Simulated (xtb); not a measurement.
C5H15OSi2 (SMILES C[Si](C)O[Si](C)(C)C), doublet, at a GFN2-xTB geometry; GFN2-xTB (xtb).

Here is a job for xtb.
```
$ xtb mol.xyz --gfn 2 --uhf 1 --grad --json

# file mol.xyz
23

C      2.23591472     1.87430437     0.24724250
Si     1.86051365     0.10193727    -0.35061641
C      2.37046986    -1.20345024     0.94391061
O      0.25111153    -0.01641741    -0.60627064
Si    -1.31223883    -0.15232204    -0.15867484
C     -2.33626438     0.58233246    -1.58117978
C     -1.69231924    -1.99934393     0.09955328
C     -1.59480466     0.81681199     1.45819597
H      1.90405235     2.61598159    -0.47240063
H      3.29840457     2.02013633     0.41278727
H      1.71878788     2.06931712     1.18574679
H      3.43721050    -1.17562147     1.14072650
H      2.11605247    -2.20710082     0.61792915
H      1.85030226    -1.01961845     1.88334339
H     -2.14377675     0.06018739    -2.51300186
H     -2.09978148     1.62995801    -1.73930358
H     -3.39951162     0.51111296    -1.37598552
H     -1.11139739    -2.41349470     0.91836361
H     -2.74126322    -2.16090455     0.32637021
H     -1.45551062    -2.57359087    -0.79097342
H     -2.63409598     0.77917427     1.76930579
H     -0.99602882     0.41451355     2.27064515
H     -1.32616142     1.86274778     1.34035427
```

Output, abridged:

```
   ID    Z sym.   atoms
    1    6 C      1, 3, 6-8
    2   14 Si     2, 5
    3    8 O      4
    4    1 H      9-23

           -------------------------------------------------
          |                Calculation Setup                |
           -------------------------------------------------

           -------------------------------------------------
          |                 G F N 2 - x T B                 |
           -------------------------------------------------

          ...................................................
          :                      SETUP                      :
          :.................................................:
          :  # basis functions                  59          :
          :  # atomic orbitals                  57          :
          :  # shells                           33          :
          :  # electrons                        49          :
          :  max. iterations                   250          :
          :  Hamiltonian                  GFN2-xTB          :
          :  restarted?                      false          :
          :  GBSA solvation                  false          :
          :  PC potential                    false          :
          :  electronic temp.          300.0000000     K    :
          :  accuracy                    1.0000000          :
          :  -> integral cutoff          0.2500000E+02      :
          :  -> integral neglect         0.1000000E-07      :
          :  -> SCF convergence          0.1000000E-05 Eh   :
          :  -> wf. convergence          0.1000000E-03 e    :
          :  Broyden damping             0.4000000          :
          :  net charge                          0          :
          :  unpaired electrons                  1          :
          ...................................................

 iter      E             dE          RMSdq      gap      omega  full diag
   1    -26.1474914 -0.261475E+02  0.386E+00    3.41       0.0  T
   2    -26.2224606 -0.749691E-01  0.229E+00    2.95       1.0  T
   3    -26.2205012  0.195934E-02  0.110E+00    3.55       1.0  T
   4    -26.2369706 -0.164694E-01  0.490E-01    3.33       1.0  T
   5    -26.2389507 -0.198002E-02  0.220E-01    3.40       1.0  T
   6    -26.2391187 -0.168066E-03  0.726E-02    3.42       1.0  T
   7    -26.2391564 -0.376571E-04  0.304E-02    3.44       1.0  T
   8    -26.2391587 -0.230210E-05  0.147E-02    3.44       1.4  T
[...]
         :: total energy             -25.894558502484 Eh    ::
[...]
                             2 Si   0.891
     2  14 Si   2.958 --     4 O    1.068     1 C    0.891     3 C    0.890
     3   6 C    3.977 --    12 H    0.997    13 H    0.991    14 H    0.983
                             2 Si   0.890
     4   8 O    2.353 --     5 Si   1.100     2 Si   1.068
     5  14 Si   3.825 --     4 O    1.100     7 C    0.875     6 C    0.875
                             8 C    0.874
     6   6 C    3.979 --    17 H    0.996    15 H    0.990    16 H    0.990
                             5 Si   0.875
     7   6 C    3.978 --    19 H    0.995    18 H    0.990    20 H    0.990
                             5 Si   0.875
     8   6 C    3.978 --    21 H    0.994    22 H    0.990    23 H    0.990
                             5 Si   0.874
     9   1 H    0.999 --     1 C    0.991
    10   1 H    0.999 --     1 C    0.997
    11   1 H    0.999 --     1 C    0.982
    12   1 H    0.999 --     3 C    0.997
    13   1 H    0.999 --     3 C    0.991
    14   1 H    0.999 --     3 C    0.983
    15   1 H    0.999 --     6 C    0.990
    16   1 H    0.999 --     6 C    0.990
    17   1 H    0.999 --     6 C    0.996
    18   1 H    0.999 --     7 C    0.990
    19   1 H    0.999 --     7 C    0.995
    20   1 H    0.999 --     7 C    0.990
    21   1 H    0.999 --     8 C    0.994
    22   1 H    0.999 --     8 C    0.990
    23   1 H    0.999 --     8 C    0.990
 ---------------------------------------------------------------------------

Topologies differ in total number of bonds
Writing topology from bond orders to xtbtopo.mol

molecular dipole:
                 x           y           z       tot (Debye)
 q only:        0.408      -0.029      -0.161
   full:       -0.031       0.060       0.450       1.156
molecular quadrupole (traceless):
                xx          xy          yy          xz          yz          zz
 q only:        2.867      -0.100      -2.001      -2.387       0.197      -0.866
  q+dip:        0.686       0.366       0.106       1.162       0.099      -0.792
   full:        1.649       0.587      -0.126       1.722       0.028      -1.523

           -------------------------------------------------
          | TOTAL ENERGY              -25.894558502484 Eh   |
          | GRADIENT NORM               0.000109152366 Eh/α |
          | HOMO-LUMO GAP               3.437278318903 eV   |
           -------------------------------------------------

normal termination of xtb
```
